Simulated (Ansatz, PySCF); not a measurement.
Pair of molecules: HCl (SMILES Cl) (first 2 atoms) with SiH4 (SMILES [SiH4]); geometry from B3LYP-D3(BJ)/def2-TZVP, rigid monomers moved along the line of their centres of mass till Cl1···Si3 is 3.39 Å.
(charge 0, multiplicity 1):
```json
[
 {"atom": "Cl", "x (Å)": "-0.0685", "y (Å)": "-0.3380", "z (Å)": "-0.3248"},
 {"atom": "H", "x (Å)": "-0.6754", "y (Å)": "-1.3223", "z (Å)": "0.2291"},
 {"atom": "Si", "x (Å)": "0.0090", "y (Å)": "0.1044", "z (Å)": "3.0370"},
 {"atom": "H", "x (Å)": "0.8249", "y (Å)": "1.2140", "z (Å)": "2.5002"},
 {"atom": "H", "x (Å)": "-1.3720", "y (Å)": "0.1955", "z (Å)": "2.5120"},
 {"atom": "H", "x (Å)": "-0.0262", "y (Å)": "0.1821", "z (Å)": "4.5158"},
 {"atom": "H", "x (Å)": "0.5986", "y (Å)": "-1.1925", "z (Å)": "2.6337"}
]
```

Monomers are frozen at their geometry in the pair; levels with a basis set take the counterpoise correction.

Cores are frozen in the correlated methods. CBS(a, b) extrapolates the correlation energy as X⁻³ and adds the Hartree–Fock energy of set b.

Programs: Ansatz (Gaussian orbitals); PySCF for the dispersion terms. 

PBE/def2-TZVPPD gives 0.67 kcal/mol for the interaction energy.

Task: Where do these levels fall relative to PBE: PBE-D3(BJ)/def2-TZVPPD, r2SCAN/def2-TZVPPD, PBE0/def2-TZVPPD, wB97M-V/def2-TZVPPD, MP2/CBS(aug-cc-pV(D+d)Z, aug-cc-pV(T+d)Z), CCSD(T)/CBS(aug-cc-pV(D+d)Z, aug-cc-pV(T+d)Z).

Result: PBE-D3(BJ)/def2-TZVPPD -1.11; r2SCAN/def2-TZVPPD -0.58; PBE0/def2-TZVPPD -0.03; wB97M-V/def2-TZVPPD -1.01; MP2/CBS(aug-cc-pV(D+d)Z, aug-cc-pV(T+d)Z) -1.06; CCSD(T)/CBS(aug-cc-pV(D+d)Z, aug-cc-pV(T+d)Z) -0.95 kcal/mol. 0 of 6 lie above PBE; the widest gap is to PBE-D3(BJ)/def2-TZVPPD.

Ansatz is a first-principles code.
